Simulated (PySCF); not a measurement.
Al(F)(GeH3)(Me) (CH₆AlFGe), SMILES [CH3][Al]([F])[GeH3].

The structure is a stationary point at PBE0-D3(BJ)/def2-SVP. The structure was generated by enumeration; whether it is a known compound was not checked.

Two levels are set side by side: TDDFT-PBE/def2-SVPD (PySCF) and TDDFT-CAM-B3LYP/def2-SVPD (PySCF). Vertical, same geometry. The lowest singlet is HOMO→LUMO 98 % with PBE and HOMO→LUMO 98 % with the other functional; states are paired by order. Differences are taken from unrounded values.

| quantity | TDDFT-CAM-B3LYP | TDDFT-PBE | TDDFT-PBE minus TDDFT-CAM-B3LYP |
|---|---|---|---|
| lowest singlet excitation (eV) | 5.00 | 4.58 | -0.43 |
| lowest triplet excitation (TDA) (eV) | 4.37 | 4.01 | -0.36 |
| first bright state (f over 0.05) (eV) | 6.29 | 5.63 | -0.66 |
| its oscillator strength | 0.29 | 0.21 | -0.08 |

A lower first singlet is the usual sign of a functional without exact exchange. Differences between two approximate levels are no errors against the true value.

Rough cost on one machine, each run with all the roots and properties that it gave: TDDFT-CAM-B3LYP against TDDFT-PBE about 7 times.
